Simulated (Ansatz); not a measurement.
Ansatz (a program for electronic structure) input:
A basis named .json is the Basis Set Exchange file of that set.

Ansatz 0.2 input:
```yaml
crystal:
  periodic: [false, false, false]
  atoms:
    - {symbol: C, position_ang: [-1.20748795, -0.05475739, -0.02997572]}
    - {symbol: Si, position_ang: [0.58530938, 0.02654272, 0.01453023]}
    - {symbol: H, position_ang: [-1.82230395, 0.83895675, -0.07707614]}
    - {symbol: H, position_ang: [-1.74051796, -1.00052426, -0.01137043]}
    - {symbol: H, position_ang: [1.36330731, -1.21371511, 0.07790906]}
    - {symbol: H, position_ang: [1.25011096, 1.33222888, -0.01303131]}
basis:
  gaussian:
    orbitals: aug-cc-pV_Q+d_Z.json
hamiltonian:
  xc: hf
total_charge: 1
magnetization: {spin_polarized: true, initial_magnetization: 1}
```

Question: Predict the final energy.

Answer: -328.83390 Eh (HF/aug-cc-pV(Q+d)Z). The basis has 353 functions.
